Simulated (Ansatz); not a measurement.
Relaxation of AlH5O3 (9 atoms, charge 0, multiplicity 1), to a largest force component of 0.03 eV/Å in at most 50 steps.

These are results of Ansatz, RKS PBE/def2-SVP, not measurements.

```xyz
9
Properties=species:S:1:pos:R:3
Al -0.105 -0.417 0.103
H -0.320 -0.363 1.658
O 1.540 -0.355 -0.389
H 1.799 -0.402 -1.323
O -1.328 -0.674 -1.072
H -2.278 -0.685 -0.880
O 0.083 2.284 1.306
H 1.052 2.314 1.183
H -0.021 1.468 1.866
```

Problem. Where does it end, and by what steps?

Solution. The run converged. After 12 steps the energy has fallen by 0.751 eV; H8 moved furthest, 0.95 Å. Joined: Al1–O7 (2.96 → 2.02 Å).

```json
{"step": "0", "energy less start (eV)": "0.0000", "largest force component (eV/Å)": "0.839", "accepted": "yes"}
{"step": "1", "energy less start (eV)": "-0.1054", "largest force component (eV/Å)": "1.315", "accepted": "yes"}
{"step": "2", "energy less start (eV)": "-0.2846", "largest force component (eV/Å)": "1.483", "accepted": "yes"}
{"step": "3", "energy less start (eV)": "-0.5087", "largest force component (eV/Å)": "0.808", "accepted": "yes"}
{"step": "4", "energy less start (eV)": "-0.6037", "largest force component (eV/Å)": "0.725", "accepted": "yes"}
{"step": "5", "energy less start (eV)": "-0.5885", "largest force component (eV/Å)": "0.736", "accepted": "no"}
{"step": "6", "energy less start (eV)": "-0.6586", "largest force component (eV/Å)": "0.269", "accepted": "yes"}
{"step": "7", "energy less start (eV)": "-0.6884", "largest force component (eV/Å)": "0.190", "accepted": "yes"}
{"step": "8", "energy less start (eV)": "-0.7173", "largest force component (eV/Å)": "0.558", "accepted": "yes"}
{"step": "9", "energy less start (eV)": "-0.7286", "largest force component (eV/Å)": "0.376", "accepted": "yes"}
{"step": "10", "energy less start (eV)": "-0.7449", "largest force component (eV/Å)": "0.271", "accepted": "yes"}
{"step": "11", "energy less start (eV)": "-0.7499", "largest force component (eV/Å)": "0.127", "accepted": "yes"}
{"step": "12", "energy less start (eV)": "-0.7506", "largest force component (eV/Å)": "0.029", "accepted": "yes"}
```

```xyz
9
Properties=species:S:1:pos:R:3
Al -0.177 -0.176 0.353
H -0.429 -0.928 1.743
O 1.500 0.112 -0.166
H 1.817 -0.144 -1.046
O -1.291 -0.278 -0.968
H -2.186 -0.632 -0.849
O 0.043 1.743 0.949
H 0.955 1.644 0.523
H 0.190 1.829 1.911
```

Whether the end is a true minimum wasn't checked by a vibrational analysis.

Run time: 6.8 s on 2 threads of AMD EPYC 9R45 96-Core Processor (Zen 5) (shared host), peak memory 0.13 GiB.
